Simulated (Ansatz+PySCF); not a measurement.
The numbers below are computed, except where a source is named.
This PySCF input gave a total energy of -1058.50951 hartree.

```python
from pyscf import gto, scf

mol = gto.M(atom="""
K -0.000630 0.005700 -1.261710
Cl -0.009020 -0.004260 1.401710
""", basis='def2-svp', charge=0, spin=0)
mf = scf.RHF(mol)
mf.init_guess = 'huckel'
mf.kernel()
while True:  # follow internal instabilities
    mo, _, stable, _ = mf.stability(return_status=True)
    if stable: break
    mf.kernel(mf.make_rdm1(mo, mf.mo_occ))
print(mf.converged, mf.e_tot, mf.spin_square()[0])
```

**Question.** Write an input for Ansatz with the same method and basis set.

**Answer.**

```yaml
crystal:
  periodic: [false, false, false]
  atoms:
    - { symbol: K, position_ang: [-0.00063, 0.0057, -1.26171] }
    - { symbol: Cl, position_ang: [-0.00902, -0.00426, 1.40171] }
basis:
  gaussian: { orbitals: def2-SVP }
hamiltonian:
  xc: hf
```

Ansatz (development build ahead of 0.2.0) gave -1058.50951 hartree, 0.00 meV from the first.
